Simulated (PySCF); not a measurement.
Dipole moment and polarisability of [Ti(OCHMe2)Cl3]

[Ti(OCHMe2)Cl3], C₃H₇Cl₃OTi (singlet state).
Atom-mapped SMILES: `[CH3:1][CH:2]([CH3:3])[O:4][Ti:5]([Cl:6])([Cl:7])[Cl:8]` (hydrogens: H9, H10, H11 on C1; H12 on C2; H13, H14, H15 on C3)

Cartesian coordinates in Å at the PBE0-D3(BJ)/def2-SVP level; atoms count from 1:
```
atom  x, y, z in Å
C1    -0.735   -1.631    0.182
C2    -0.591   -0.330   -0.582
C3    -1.472    0.791   -0.067
O4     0.761    0.084   -0.507
Ti5    2.160    0.837    0.116
Cl6    2.157    0.495    2.275
Cl7    3.915   -0.056   -0.823
Cl8    2.005    2.979   -0.287
H9    -0.072   -2.401   -0.237
H10   -0.470   -1.478    1.239
H11   -1.772   -1.994    0.126
H12   -0.793   -0.500   -1.655
H13   -1.279    1.720   -0.623
H14   -2.534    0.528   -0.182
H15   -1.269    0.974    0.999
```

Level: CAM-B3LYP/def2-SVPD (PySCF), static field, nuclei fixed, core orbitals frozen in the response. The polarisability tensor in these axes (au):

```
x   131.57   2.93  -2.17
y     2.93 120.42  -1.70
z    -2.17  -1.70 111.58
```

Give the principal values, the mean and the anisotropy Δα = √{½[(α1 − α2)² + (α2 − α3)² + (α1 − α3)²]}.

Principal values 111.13, 119.84 and 132.59 au; mean 121.19 au = 17.96 Å³ = 19.98 × 10⁻⁴⁰ C²·m²/J; Δα = 18.70 au (15 % of the mean).

What is the dipole moment, and where does it point?

(-3.79, -1.56, -0.76) D, 4.17 D in size, pointing from the negative to the positive side. Measured along this direction, the outermost atoms are Cl7 at the negative end and H11 at the positive end.

Rayleigh depolarisation ratio (linearly polarised light, static tensor)?

ρ = 3Δα²/(45ᾱ² + 4Δα²) = 1049.2/(660884 + 1398.9) = 0.00158.

Find the Langevin capture rate constant for O2+ (31.990 u) meeting this molecule (211.904 u), k = 2.342 × 10⁻⁹ cm³/s × √(α in Å³ / reduced mass in u).

The reduced mass is 27.79 u, so k = 1.88 × 10⁻⁹ cm³/s. The formula leaves out the permanent dipole, which adds to the capture rate.

Traceless (Buckingham) quadrupole moment about the centre of nuclear charge: eigenvalues?

-5.06, -4.53, 9.60 D·Å. The values depend on the origin, since the dipole doesn't vanish. The electronic extent ⟨r²⟩ about the same centre is 2186 bohr², a root-mean-square distance of 2.40 Å for the 106 electrons.

Geometry: PBE0-D3(BJ)/def2-SVP; no solvent, vibrations or thermal averaging.
